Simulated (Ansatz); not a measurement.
Consider the cleavage of the Sn–Si bond: `C[SiH](C)[SnH3]` + H₂S → `[SH][SnH3]` + `C[SiH2]C`.

Program: Ansatz. Geometries: PBE0-D4/def2-TZVP. ΔE: electronic, gas phase. CBS: MP2 limit from def2 TZ/QZ plus the TZ coupled-cluster correction, frozen cores. This one scheme is used for every species. DFT in def2-TZVPP. B3LYP here is the variant with VWN-RPA as its local correlation; programs differ in this. Elements past krypton have def2 core potentials. For Sn outer-core shells are correlated without core-valence functions, which leaves a few kJ/mol of doubt a bond.

(1) Is it downhill or uphill in electronic energy at CCSD(T)/CBS, and by how much? (Estimate.)

(2) What do these levels give: B2PLYP, PBE, B3LYP, HF/def2-TZVPP, MP2/def2-TZVPP, SCS-MP2/def2-TZVPP, CCSD/def2-TZVPP, CCSD(T)/def2-TZVPP, HF/def2-QZVPP, MP2/def2-QZVPP, MP2/CBS(def2), CCSD/CBS(def2)? (Best estimate.)

Largest T1 diagnostic among the species: 0.012.

## Answers

(1) The calculation gave: Downhill: ΔE = -32.0 kJ/mol.

(2) The calculation gave: B2PLYP -37.9, PBE -29.7, B3LYP -39.0, HF/def2-TZVPP -52.5, MP2/def2-TZVPP -33.4, SCS-MP2/def2-TZVPP -37.4, CCSD/def2-TZVPP -32.8, CCSD(T)/def2-TZVPP -31.4, HF/def2-QZVPP -53.3, MP2/def2-QZVPP -34.1, MP2/CBS(def2) -34.1, CCSD/CBS(def2) -33.4 kJ/mol.

In def2-TZVPP, CCSD(T) changes the Hartree–Fock value by +21.1 kJ/mol (the triples alone add +1.4 kJ/mol) and MP2 by +19.1 kJ/mol. The D4 term adds +6.1 kJ/mol with B3LYP and +3.8 kJ/mol with PBE0; it sums over pairs of atoms, weighted by their polarisabilities, and B3LYP, whose exchange is more repulsive, gets the larger term.
